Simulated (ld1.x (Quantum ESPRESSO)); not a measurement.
## iodine, TM: configuration errors across variants

I (Z = 53), norm-conserving Troullier–Martins (Kleinman–Bylander form), made with ld1.x (Quantum ESPRESSO) 7.5 (LDA (PZ), fully relativistic). Core [Kr], reference 4d10 5s1.75 5p5.25. Waves: 5s (bound): rc 1.50 bohr; 5p (bound): rc 1.75 bohr; 4d (bound): rc 1.50 bohr. Local part: all-electron potential smoothed inside 1.60 bohr (lloc = -1). Core correction: a·sin(br)/r model core, default radius (core density twice the valence density).

Open shells are filled in proportion to 2j + 1 (rel_dist='average').

All-electron excitation energies from the reference (eV): (1) 4d10 5s2 5p5 -2.597; (2) 4d10 5s2 5p4 8.736; (3) 4d10 5s2 5p3 28.830; (4) 4d10 5s2 5p4.5 2.031; (5) 4d10 5s2 5p1 98.323; (6) 4d9 5s2 5p6 43.097; (7) 4d10 5s1 5p5 19.756.

A true bound ghost makes a file unfit for plane-wave use even where its test errors are small: the radial tests pick states by their node count and pass the ghost by.

Errors AE − PS in meV (a dash: test not solved or not reliable):

| change | (1) | (2) | (3) | (4) | (5) | (6) | (7) | bound ghosts |
| --- | --- | --- | --- | --- | --- | --- | --- | --- |
| base | 0.0 | +3.9 | +23 | +0.3 | +69 | -196 | +16 | s |
| wave 4d (bound): rc 1.50 bohr becomes 4d (bound): rc 1.28 bohr | 0.0 | +4.0 | +23 | +0.3 | +69 | -229 | +16 | s |
| wave 4d (bound): rc 1.50 bohr becomes 4d (bound): rc 1.48 bohr | 0.0 | +4.0 | +23 | +0.3 | +69 | -204 | +16 | s |
| wave 4d (bound): rc 1.50 bohr becomes 4d (bound): rc 1.72 bohr | +0.1 | +4.0 | +24 | +0.4 | +69 | -111 | +16 | s |
| wave 4d (bound): rc 1.50 bohr becomes 4d (bound): rc 1.92 bohr | +0.1 | +3.9 | +24 | +0.4 | +68 | -11 | +16 | s |
| wave 4d (bound): rc 1.50 bohr becomes 4d (bound): rc 2.14 bohr | 0.0 | +3.9 | +23 | +0.3 | +65 | +130 | +16 | s |

(1) Give the same row for: wave 4d (bound): rc 1.50 bohr becomes 4d (bound): rc 0.98 bohr.

## Answers

(1) 0.0, +4.0, +23, +0.3, +69, -239, +16; bound ghosts: s.
